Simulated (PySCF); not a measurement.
F2Sb, doublet, at a GFN2-xTB geometry (the spin is typed, not shown lowest) (core potentials on Sb). Base run: B3LYP/def2-SVP (PySCF).

The PySCF input:
```python
from pyscf import gto, scf, dft, solvent

mol = gto.M(
    atom='''
Sb    0.27893342    0.18514503    0.16032854
F    -0.96515807    0.53547496   -1.37420559
F    -0.61546463   -1.58463011    0.46567719
''',
    basis='def2-svp',
    ecp={'Sb': 'def2-svp'},
    spin=1,
    verbose=4,
)

mf = dft.UKS(mol)
mf.xc = 'b3lyp'
mf.kernel()
```

Variants of this job, named by their change:

| change | ΔE vs base (kJ/mol) | dipole (D) |
|---|---|---|
| base | 0.00 | 4.10 |
| model = IEF-PCM; solvent = methanol; lebedev_order = 11 | -33.4 | 5.08 |
| model = COSMO; solvent = methanol | -33.3 | 5.08 |
| model = IEF-PCM; solvent = 2-propanol | -32.3 | 5.05 |
| model = IEF-PCM; solvent = methanol; r_probe = 0.5 | -16.58 | 4.66 |
| model = ddCOSMO; solvent = methanol | -33.3 | 5.08 |
| model = SS(V)PE; solvent = methanol | -33.4 | 5.08 |
| model = IEF-PCM; solvent = methanol; lebedev_order = 41 | -33.4 | 5.09 |
| model = IEF-PCM; solvent = tetrahydrofuran | -28.0 | 4.92 |
| model = IEF-PCM; solvent = methanol | -33.4 | 5.09 |
| model = IEF-PCM; solvent = methanol; vdw_scale = 1.1 | -46.3 | 5.35 |
| model = IEF-PCM; solvent = dimethylsulfoxide | -34.0 | 5.10 |

The base is the gas phase, so ΔE is the electrostatic part of solvation at a fixed geometry, without cavity and dispersion terms.

Open shells are given as the SCF converged; they aren't shown to be the lowest states, and a large step between rows can be another state.
